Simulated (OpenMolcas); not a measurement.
**Co7+: CASPT2 settings compared**

```yaml
Program: OpenMolcas 26.06
Basis: ANO-R2 [7s5p4d2f1g]
Scalar_Hamiltonian: X2C, finite nucleus
Active_space: 2 electrons in 5 orbitals (3d)
State_averaging: 2S+1 = 3 even, 10 roots; 2S+1 = 1 even, 15 roots kept (CI in the orbitals of an earlier block)
Spin-orbit_coupling: state interaction with AMFI integrals over the reference wave functions, term energies averaged over their components
```

Methods on the same reference wave functions:
A. CASSCF
B. SS-CASPT2, IPEA 0.15 Eh, imaginary shift 0.3 Eh (closed shells correlated: 3s 3p)
C. SS-CASPT2, IPEA 0.75 Eh, imaginary shift 0.3 Eh (closed shells correlated: 3s 3p)
D. XMS-CASPT2, IPEA 0.3 Eh, sigma1 regulariser 0.4 Eh (closed shells correlated: 3s 3p)

Energies in eV above 3d² ³F₂, the measured ground level; measured values from Sugar and Corliss, J. Phys. Chem. Ref. Data 10, 1097 (1981).

| Level | A | B | C | D | Measured |
| --- | --- | --- | --- | --- | --- |
| 3d² ³F₂ | 0.0000 | 0.0000 | 0.0000 | 0.0000 | 0.0000 |
| 3d² ³F₃ | 0.1729 | 0.1748 | 0.1747 | 0.1744 | 0.1773 |
| 3d² ³F₄ | 0.3876 | 0.389 | 0.389 | 0.389 | 0.3898 |
| 3d² ¹D₂ | 2.9157 | 2.418 | 2.446 | 2.513 | 2.4331 |
| 3d² ³P₀ | 3.3340 | 2.826 | 2.904 | 2.868 | 2.7653 |
| 3d² ³P₁ | 3.3980 | 2.892 | 2.969 | 2.933 | 2.8317 |
| 3d² ³P₂ | 3.5487 | 3.043 | 3.117 | 3.089 | 2.9824 |
| 3d² ¹G₄ | 4.4559 | 4.112 | 4.107 | 4.136 | 4.0121 |
| 3d² ¹S₀ | 10.7268 | 9.467 | 9.479 | 9.585 | 9.2055 |

Deviations, from unrounded energies. A percentage is the sum of absolute deviations over the sum of measured energies, with the sign that they share, or ± where signs differ.

| Against measurement | Levels | A | B | C | D |
| --- | --- | --- | --- | --- | --- |
| mean absolute deviation (cm-1) | 8 | 4200 | 570 | 800 | 900 |
| fine structure of the ground term (%) | 2 | -1.2 | -0.5 | -0.6 | -0.7 |
| other terms of the ground configuration (%) | 6 | +17.1 | ±2.3 | +3.3 | +3.7 |

B lies closest to measurement on these levels and A furthest from it. The largest miss of B in the table is 3d² ¹S₀, by +2100 cm-1. The ranking rests on the paired levels alone, and a cruder setting can come out closer through cancelling errors.

Among B to D the level of the table that moves most is 3d² ¹S₀, by 950 cm-1 (lowest in B, highest in D). Moves below CASPT2's spread within the term are not significant.

The mean deviations of B to D differ by less than CASPT2's widest spread within a term (1100 cm-1), so their order carries little weight.

From A to B the spin-free energies of the other terms of 3d² shown, above ³F, scale by factors of 0.82 to 0.92, as is usual when dynamic correlation screens the repulsion within a d or f shell.

The lowest spin-free term lies below A's lowest term by 0.312 hartree in B, 0.305 hartree in C, 0.316 hartree in D.

CASPT2 does not keep the components of a term degenerate, so their means are used; among the terms shown or strongly mixed into the levels shown the widest spread is 1100 cm-1 (3d² ¹G, B). Terms from blocks run as CI alone lack orbitals of their own. Without dynamic correlation excited terms often stand tens of per cent too high (terms of higher spin than the ground term too low), and those without a measured partner can miss by more than the paired ones (holds for A). Computed and measured levels are paired by configuration, term and J; levels that our copy of the source lacks, or whose pairing is in doubt (as where it misses far off the trend of its configuration), stay unpaired and out of the deviations. Levels of configurations outside the active space are missing.
